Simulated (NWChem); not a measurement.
Species: C4H3ClSi; SMILES [SiH](C#C)(C#C)Cl

```xyz
9

Si    -0.0041    -0.0001    -0.5529
Cl    -1.9080     0.0017     0.2454
C      0.8832     1.4920     0.0110
C      1.4787     2.4910     0.3676
C      0.8805    -1.4937     0.0111
C      1.4741    -2.4938     0.3679
H     -0.1241     0.0000    -2.0311
H      2.0046     3.3741     0.6863
H      1.9984    -3.3778     0.6867
```
Atoms are numbered in this order, from 1.

Level: PBE0/def2-SVP (NWChem), optimised geometry, unscaled harmonic frequencies. 

| frequency (cm⁻¹) | IR intensity (km/mol) |
|---|---|
| 93 | 1.5 |
| 125 | 0.5 |
| 133 | 2.3 |
| 239 | 2.8 |
| 314 | 11.7 |
| 355 | 23.2 |
| 404 | 44.1 |
| 540 | 67.2 |
| 648 | 104.4 |
| 689 | 80.3 |
| 751 | 19.5 |
| 752 | 43.7 |
| 757 | 2.5 |
| 758 | 48.6 |
| 816 | 194.1 |
| 818 | 244.2 |
| 2173 | 38.5 |
| 2173 | 95.2 |
| 2288 | 75.7 |
| 3473 | 75.6 |
| 3474 | 34.7 |

```
Quantity                                                                            Value
-----------------------------------------------------------------------  ----------------
zero-point energy                                                           31.1 kcal/mol
thermal correction to the enthalpy at 298.15 K (with zero-point energy)     36.4 kcal/mol
heat capacity Cv                                                         25.3 cal/(mol K)
entropy at 298.15 K and 1 atm (symmetry number 1)                        85.9 cal/(mol K)
dipole moment                                                                      1.88 D
```

Rigid rotor and harmonic oscillator; modes under 100 cm⁻¹ make the entropy uncertain.
